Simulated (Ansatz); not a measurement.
`[SiH3][AsH2]` + `NCS` → `[SiH3]NCS` + arsine  (cleavage of the Si–As bond)

Calculated with Ansatz (gas phase, PBE0-D4/def2-TZVP geometries, no zero-point term in ΔE). CBS: MP2 limit from def2 TZ/QZ plus the TZ coupled-cluster correction, frozen cores. For As outer-core shells are correlated without core-valence functions, which leaves a few kJ/mol of doubt a bond. Scalar relativity is left out up to krypton. One conformer a species, not always the lowest.

| species | SCS-MP2/def2-QZVPP energy (Eh) |
| --- | --- |
| `[SiH3][AsH2]` | -2526.77170 |
| `NCS` | -493.43282 |
| `[SiH3]NCS` | -783.71022 |
| `[AsH3]` | -2236.50375 |

(1) Work out ΔE.

Largest T1 diagnostic among the species: 0.011.

Results:

(1) ΔE = (-783.71022) + (-2236.50375) − (-2526.77170) − (-493.43282) = -0.00945 Eh = -24.8 kJ/mol. CCSD(T)/CBS gives -19.0 kJ/mol.

The D4 term adds −4.0 kJ/mol with B3LYP and −2.4 kJ/mol with PBE0; it sums over pairs of atoms, weighted by their polarisabilities, and B3LYP, whose exchange is more repulsive, gets the larger term. In def2-TZVPP, CCSD(T) changes the Hartree–Fock value by +7.2 kJ/mol (the triples alone add +0.8 kJ/mol) and MP2 by +6.1 kJ/mol.

B3LYP here is the variant with VWN-RPA as its local correlation; programs differ in this.
